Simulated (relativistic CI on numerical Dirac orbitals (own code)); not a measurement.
## Radial parameters of Tl43+

Method of calculation: Dirac-Coulomb-Breit CI, orbitals from a KLI potential per configuration, a model potential for QED, unscaled Slater integrals (own radial code, finite nucleus).

Slater integrals F^k, G^k are unscaled and averaged over j, outside the closed core [Ar] 3d10; ζ comes from projecting the Hamiltonian with its Breit term on Σ l·s of the shell.

- 4s²4p⁶4d²: F^2(4d,4d) = 272760, F^4(4d,4d) = 185950, ζ(4d) = 98820 cm⁻¹; <r>(4d) = 0.3666, <r^2>(4d) = 0.1537 (bohr units).
- 4s²4p⁶4d4f: ζ(4d) = 98709, F^2(4d,4f) = 275440, F^4(4d,4f) = 178940, G^1(4d,4f) = 272520, G^3(4d,4f) = 191450, G^5(4d,4f) = 141770, ζ(4f) = 18715 cm⁻¹; <r>(4d) = 0.3669, <r^2>(4d) = 0.154, <r>(4f) = 0.3394, <r^2>(4f) = 0.1301 (bohr units).
- 4s²4p⁵4d³: ζ(4p) = 790790, F^2(4d,4d) = 272710, F^4(4d,4d) = 185910, F^2(4p,4d) = 272640, G^1(4p,4d) = 336430, G^3(4p,4d) = 216030, ζ(4d) = 98468 cm⁻¹; <r>(4p) = 0.3674, <r^2>(4p) = 0.153, <r>(4d) = 0.3667, <r^2>(4d) = 0.1538 (bohr units).

Q: Give the Racah parameters of the d shell in 4s²4p⁶4d².

A: B = F²/49 − 5F⁴/441 = 3458 cm⁻¹ and C = 35F⁴/441 = 14758 cm⁻¹.

Averages of the first 10 configurations, taken without configuration mixing, which lowers the lowest level and can move excited configurations by several eV; other configurations of the list can lie among them:

| Configuration | Parity | States | Average energy above the lowest level (eV) |
| --- | --- | --- | --- |
| 4s²4p⁶4d² | even | 45 | 42.9 |
| 4s²4p⁶4d4f | odd | 140 | 284.8 |
| 4s²4p⁵4d³ | odd | 720 | 300.7 |
| 4s4p⁶4d³ | even | 240 | 531.6 |
| 4s²4p⁵4d²4f | even | 3780 | 539.9 |
| 4s4p⁶4d²4f | odd | 1260 | 771.1 |
| 4s²4p⁶4d5s | even | 20 | 684.7 |
| 4s²4p⁶4f5s | odd | 28 | 926.0 |
| 4s²4p⁶4d5p | odd | 60 | 784.1 |
| 4s²4p⁶4f² | even | 91 | 529.8 |
